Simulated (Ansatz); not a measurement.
Born–Oppenheimer molecular dynamics of BFH3NO (7 atoms, charge 0, multiplicity 1). It starts from a relaxed structure.

Method: RKS PBE/def2-SVP (Ansatz).

```
ensemble        : NVT, Langevin thermostat
time step       : 1 fs
steps asked     : 250
set temperature : 300 K
friction        : 0.001 /fs
seed            : 6966
```

First frame:

```xyz
7
Properties=species:S:1:pos:R:3
B 0.004 -0.057 0.036
N -0.022 -0.049 1.454
H -0.837 -0.256 2.027
H 0.812 0.177 1.993
F 1.165 0.242 -0.583
O -1.059 -0.347 -0.784
H -1.871 -0.556 -0.295
```

(1) How far do the bonds stretch over the last three quarters of this one trajectory? (Pairs bonded in most of those frames.)

Answers

(1) 
```
 bond  mean (Å)  spread (Å)  shortest  longest
B1–N2     1.422       0.017      1.39     1.47
B1–F5     1.351       0.015      1.32     1.38
B1–O6     1.375       0.011      1.35     1.40
N2–H3     1.021       0.021      0.99     1.06
N2–H4     1.024       0.031      0.97     1.07
O6–H7     0.973       0.021      0.94     1.01
```

Mean temperature of the second half: 172 K. The mean temperature of the second half is 43 % below the set value. A run of 0.25 ps of so small a system gives no equilibrium averages.

Run time: 6.3 min on 1 thread of Arm Neoverse V1, on a shared host, peak memory 0.11 GiB.
